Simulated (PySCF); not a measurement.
# Telling isomers of C7H9NO apart by NMR

All values are calculated (PySCF): structure optimised with GFN2-xTB, shieldings: GIAO PBE0/pcSseg-1. Averaged over atoms made equivalent by symmetry, fast rotation or ring inversion, gas phase, a single conformation, non-relativistic Hamiltonian.

δ = σ(ref) − σ, references computed at the same level: ¹H and ¹³C vs TMS. Where no couplings were computed, multiplicities follow the n + 1 count of equivalent neighbours, and m marks all less simple cases (inequivalent or close neighbours, rings, F or P nearby). Acid and N–H amide carbonyl carbons lie up to 10 ppm further downfield in solution (hydrogen bonding). Shifts are as computed. Against solution values, carbons near 30 ppm lie about +3 ppm off and those near 130 ppm about +5 ppm. Of 1211 compounds with measured shifts, 218 miss one by over three times the rms of a fit or turn the order of signals round; such compounds aren't used in these exercises. OH and NH positions are gas-phase values without hydrogen bonding to other molecules.

(1) Tabulate the signals of `N#C[C@@H]1CC[C@H]2O[C@H]2C1`, `C=C(C)C#CC(=O)NC` and their relative energies.

(2) What is the quickest way to tell N#C[C@@H]1CC[C@H]2O[C@H]2C1 from C=C(C)C#CC(=O)NC?

Answers

(1) 
```json
{"SMILES": "N#C[C@@H]1CC[C@H]2O[C@H]2C1", "carbon types": "1×C 3×CH 3×CH2", "δC": "126.6, 50.5, 47.1, 33.1, 25.5, 24.2, 23.3", "δH": "2.98 (m, 1H), 2.88 (m, 1H), 2.46 (m, 1H), 2.30 (m, 1H), 2.15 (m, 1H), 2.11 (m, 1H), 2.00 (m, 1H), 1.68 (m, 1H), 1.52 (m, 1H)", "E rel. (kcal/mol)": "0.0"}
{"SMILES": "C=C(C)C#CC(=O)NC", "carbon types": "4×C 1×CH2 2×CH3", "δC": "154.7, 134.4, 134.2, 92.7, 90.6, 26.4, 26.0", "δH": "5.82 (m, 1H), 5.78 (m, 1H), 4.86 (br, 1H), 3.17 (d, 3H), 2.08 (s, 3H)", "E rel. (kcal/mol)": "17.7"}
```

Energies are electronic energies at PBE0/pcSseg-1 on these geometries, without zero-point or thermal terms, each for the one conformer computed, which needn't be the lowest.

(2) Both give the same number of carbon signals, but DEPT or the intensities differ. The first has an epoxide ring carbon (CH) at 50.5 ppm, the second a terminal =CH2 carbon at 134.2 ppm. Their most deshielded carbons lie at 126.6 and 154.7 ppm. In the proton spectra the most deshielded non-exchanging signals are 2.98 (m, 1H) and 5.82 (m, 1H).
